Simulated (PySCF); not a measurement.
Species: C8H14Si.
Numbering: `[SiH3:1]/[C:2]1=[CH:3]/[CH2:4][CH2:5]/[CH:6]=[CH:7]\[CH2:8][CH2:9]1` (hydrogens: H10, H11, H12 on Si1; H13 on C3; H14, H15 on C4; H16, H17 on C5; H18 on C6; H19 on C7; H20, H21 on C8; H22, H23 on C9)

A GFN2-xTB structure was refined with PBE0-D3(BJ)/def2-SVP geometry optimisation, gas phase (PySCF 2.14.0). Its GFN2-xTB values:

```tsv
coordinate	GFN2-xTB
Si1–C2	1.883 Å
Si1–H10	1.468 Å
Si1–H12	1.467 Å
C2=C3	1.331 Å
C2–C9	1.504 Å
C3–H13	1.083 Å
C4–C5	1.545 Å
C4–H14	1.095 Å
C5–C6	1.497 Å
C5–H16	1.089 Å
C6=C7	1.324 Å
C6–H18	1.082 Å
C7–H19	1.083 Å
C8–C9	1.541 Å
C8–H20	1.092 Å
C9–H22	1.093 Å
Si1–C2–C3	121.6°
C2–C3–C4	128.0°
C2–C9–C8	111.0°
C3–C2–C9	121.9°
C3–C4–C5	115.0°
C5–C6–C7	125.1°
C6–C7–C8	126.9°
C7–C8–C9	114.8°
C2–C3–C4–C5	-46°
C3–C4–C5–C6	-34°
C6–C7–C8–C9	-44°
C7–C8–C9–C2	-38°
```

Q: How do these coordinates change at the PBE0-D3(BJ)/def2-SVP level?

A: 
| coordinate | PBE0-D3(BJ)/def2-SVP (Å or °) | change |
| --- | --- | --- |
| Si1–H12 | 1.499 | +0.032 |
| Si1–H10 | 1.499 | +0.031 |
| C2=C3 | 1.347 | +0.016 |
| C3–H13 | 1.098 | +0.015 |
| C6=C7 | 1.339 | +0.015 |
| C6–H18 | 1.096 | +0.014 |
| C7–H19 | 1.097 | +0.014 |
| C4–C5 | 1.531 | -0.014 |
| C8–H20 | 1.105 | +0.013 |
| C4–H14 | 1.107 | +0.012 |
| C2–C9 | 1.514 | +0.010 |
| C9–H22 | 1.103 | +0.010 |
| C8–C9 | 1.531 | -0.010 |
| C5–H16 | 1.098 | +0.009 |
| Si1–C2 | 1.874 | -0.009 |
| C5–C6 | 1.504 | +0.007 |
| C3–C2–C9 | 126.1 | +4.2 |
| C3–C4–C5 | 118.6 | +3.6 |
| Si1–C2–C3 | 118.1 | -3.5 |
| C5–C6–C7 | 128.5 | +3.4 |
| C6–C7–C8 | 130.2 | +3.3 |
| C7–C8–C9 | 118.1 | +3.3 |
| C2–C3–C4 | 131.1 | +3.1 |
| C2–C9–C8 | 113.4 | +2.4 |
| C2–C3–C4–C5 | -17 | +29 |
| C6–C7–C8–C9 | -17 | +27 |
| C3–C4–C5–C6 | -59 | -25 |
| C7–C8–C9–C2 | -62 | -24 |

The energy falls by 18.3 kJ/mol over 11 energy and gradient evaluations, the largest force component goes from 0.0149 to 1.3e-04 Eh/bohr, and the atoms move by 0.461 Å rms after alignment. Among the bonds, Si1–H11 and Si1–H12 change most and about equally (+0.032 to +0.033 Å). Bonds longer at the end by more than 0.005 Å: 18 of 23; shorter: 3. Among the dihedrals that turn most is H13–C3–C4–H14, from -103° to -72°. Rotational constants go from 2112, 1082, 876.7 to 2133, 1012, 780.6 MHz.

The run used 200 basis functions and 81 SCF cycles in all.

Stationary, but not proved a minimum. One conformer, not necessarily the lowest.
